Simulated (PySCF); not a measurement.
## Interval between two levels of Al by level of theory

Al [Ne] 3s2 3p1 [2P3/2, M_J = 3/2] → Al [Ne] 3s1 3p2 [4P5/2, M_J = 5/2], as a difference of total energies. Calculation: PySCF 2.14, in x2c-SVPall-2c with one added diffuse shell each of s, p type (5s5p1d, 25 functions); the two-component X2C-1e Hamiltonian. Correlated levels: [Ne] frozen. "Screened" scales the spin-orbit matrix elements by Boettger's factors to mimic the two-electron term; Breit and QED terms are absent.

```tsv
method	interval between two levels (cm⁻¹)	error (cm⁻¹)
GHF (spin-free)	18984	-10047
GMP2 (spin-free)	24316	-4714
GHF (screened spin-orbit)	18993	-10038
GMP2 (screened spin-orbit)	24325	-4706
```

Reference: 29031 cm⁻¹ (measured; NIST Handbook of Basic Atomic Spectroscopic Data (Sansonetti and Martin, J. Phys. Chem. Ref. Data 34, 1559 (2005))).

Errors of the correlated levels include the incompleteness of this basis and the frozen core.

The labels give the starting determinants; with spin-orbit coupling the two ends relaxed to ⟨J²⟩ = 3.76, ⟨L²⟩ = 2.01, ⟨S²⟩ = 0.75 and ⟨J²⟩ = 8.75, ⟨L²⟩ = 2.00, ⟨S²⟩ = 3.75.
